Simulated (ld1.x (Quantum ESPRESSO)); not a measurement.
**Before and after: TM potential for Gd**

ld1.x (Quantum ESPRESSO) 7.5 input, shortened:

```
&input
   title='Gd', zed=64., rel=1, dft='PBE', iswitch=3,
   config='[Xe] 4f7 5d0 6s0 6p0'
 /
 &inputp
   pseudotype=2, tm=.true., lloc=-1, rcloc=2.05,
   nlcc=.true., rcore=0.70
 /
3
5S  1  0   2.00   0.00  1.40  1.40  0.0
5P  2  1   6.00   0.00  2.15  2.15  0.0
5D  3  2   0.00   0.00  1.80  1.80  0.0
 &test
   configts(1)='5s2 5p6 5d0 6s0 6p0'
 /
```

All-electron outer shells of the reference configuration (PBE, scalar-relativistic, ld1.x):

| shell | level (eV) | outermost node (bohr) | outermost maximum (bohr) |
| --- | --- | --- | --- |
| 5s | -74.68 | 0.65 | 1.20 |
| 5p | -51.84 | 0.70 | 1.35 |
| 4f | -33.70 | – | 0.56 |
| 5d | -24.69 | 0.79 | 1.81 |
| 6s | -22.53 | 1.56 | 2.87 |
| 6p | -17.14 | 1.81 | 3.37 |

Change: all radii but the core radius scaled by about 1.13 (s 1.58, p 2.44, d 2.04 bohr); local potential all-electron potential smoothed inside 2.32 bohr (lloc = -1).

Cutoffs: the cutoffs (Ry, on a coarse ladder) from which the occupation-weighted sum of valence levels, in a spherical-Bessel basis at the reference potential, stays within 10 and 1 mRy of its value at 400 Ry; they do not see the model core or the augmentation charge, which bear on the density cutoff. Errors are all-electron minus pseudo energies relative to the spin-unpolarised reference configuration.

Task: How do hardness, ghosts and transferability respond?

Result: The potential gets softer (70 Ry and 120 Ry → 55 Ry and 100 Ry); a bound ghost appears in d, s, which as a rule spoils a file; of the 7 tests that both files solve, the error grows in 7 and shrinks in 0 by more than 15 % and 0.3 meV (median size 201.3 → 533.3 meV). A larger radius leaves more room for a smooth pseudo-wave, so fewer plane waves are needed. More of the atom is replaced by a form fitted at one configuration, so other configurations suffer.

| quantity | base | changed |
| --- | --- | --- |
| cutoff, loose | 70 Ry | 55 Ry |
| cutoff, tight | 120 Ry | 100 Ry |
| loose cutoff by channel (10 mRy a level) | s 55 Ry, p 12 Ry | s 50 Ry, p 12 Ry |
| bound ghosts | none | s, d |
| error for 5s2 5p6 5d1 6s2 6p0, meV [ΔE -38.58 eV] | -281 | -749 |
| error for 5s2 5p6 5d1 6s1 6p0, meV [ΔE -31.94 eV] | -201 | -533 |
| error for 5s2 5p6 5d1 6s0 6p0, meV [ΔE -19.84 eV] | -44 | -106 |
| error for 5s2 5p6 5d1 6s0 6p1, meV [ΔE -28.36 eV] | -44 | -299 |
| error for 5s2 5p6 5d2 6s0 6p0, meV [ΔE -30.82 eV] | -128 | -487 |
| error for 5s2 5p6 5d2 6s1 6p0, meV [ΔE -36.81 eV] | -217 | -712 |
| error for 5s2 5p6 5d0 6s2 6p0, meV [ΔE -32.53 eV] | -329 | -883 |

 A true bound ghost makes a file unfit for plane-wave use even where its test errors are small: the radial tests pick states by their node count and pass the ghost by.
